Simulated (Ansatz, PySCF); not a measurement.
Al₂H₄O₄, SMILES [Al]([OH])([OH])[Al]([OH])[OH]. Atoms are numbered in the order given.

```xyz
10

Al     1.2569    -0.0116     0.0079
O      2.0750    -1.0789     1.0652
O      2.0959     1.0389    -1.0498
Al    -1.2569     0.0126     0.0074
O     -2.0955    -1.0387    -1.0499
O     -2.0754     1.0791     1.0652
H      3.0207    -1.2054     1.1813
H      3.0439     1.1464    -1.1665
H     -3.0434    -1.1470    -1.1662
H     -3.0211     1.2047     1.1817
```

The structure is a stationary point at B3LYP-D3(BJ)/def2-SVP. The structure was generated by enumeration; whether it is a known compound was not checked. Other conformers were not sampled.

Two levels are set side by side: PBE-D3(BJ)/def2-SVP (Ansatz, a quantum-chemistry and plane-wave program) and B3LYP-D3(BJ)/def2-SVP (Ansatz). Each level has its own optimised geometry; the coordinates shown are those of the second. Frequencies come from the Hessian of PySCF at each geometry. Differences are taken from unrounded values.

| quantity | B3LYP-D3(BJ) |
|---|---|
| mean bond length (Å) | 1.467 |
| bond Al1–O2 (Å) | 1.711 |
| bond Al1–O3 (Å) | 1.711 |
| bond Al1–Al4 (Å) | 2.514 |
| bond Al4–O5 (Å) | 1.711 |
| bond Al4–O6 (Å) | 1.711 |
| bond O2–H7 (Å) | 0.961 |
| bond O3–H8 (Å) | 0.961 |
| bond O5–H9 (Å) | 0.961 |
| bond O6–H10 (Å) | 0.961 |
| highest harmonic wavenumber (cm⁻¹) | 3920 |
| mean harmonic wavenumber (cm⁻¹) | 999 |
| zero-point energy (kcal/mol) | 34.27 |

Problem. What does PBE-D3(BJ) give, and how far is it from B3LYP-D3(BJ)? (Estimate from the structure and the level; the computed values follow.)

Solution. 
```tsv
quantity	PBE-D3(BJ)	PBE-D3(BJ) minus B3LYP-D3(BJ)
mean bond length (Å)	1.478	0.011
bond Al1–O2 (Å)	1.725	0.014
bond Al1–O3 (Å)	1.725	0.014
bond Al1–Al4 (Å)	2.525	0.011
bond Al4–O5 (Å)	1.725	0.014
bond Al4–O6 (Å)	1.725	0.014
bond O2–H7 (Å)	0.970	0.009
bond O3–H8 (Å)	0.970	0.009
bond O5–H9 (Å)	0.970	0.009
bond O6–H10 (Å)	0.970	0.009
highest harmonic wavenumber (cm⁻¹)	3808	-112
mean harmonic wavenumber (cm⁻¹)	972	-27
zero-point energy (kcal/mol)	33.35	-0.92
```

GGA bonds tend to be longer and softer than those of functionals with exact exchange. Differences between two approximate levels are no errors against the true value.
